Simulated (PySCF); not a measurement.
H₇Si₃, SMILES [SiH3][SiH][SiH3] (connectivity only; charge and spin as stated), charge +1, multiplicity 1.

Geometry: TPSSh-D3(BJ)/def2-SVP. The multiplicity is an assumed one; other spin states were not compared. The isomer is the one that the SMILES or the coordinates give; other isomers of the formula were not compared.

These are ωB97X/def2-TZVPD (PySCF) values and carry that method's errors.

Estimate the frontier levels, gap, dipole moment and polarisability. (An estimate is asked for; the answer gives what the named calculation found.)


```yaml
highest_occupied_level: -15.52 eV
lowest_empty_level: -6.77 eV
orbital_gap: 8.75 eV
dipole_moment_about_the_centre_of_nuclear_charge: 0.80 D
mean_static_polarisability: 82.1 bohr³ (12.17 Å³)
polarisability_principal_values: 64.0, 73.3, 109.0 bohr³
```
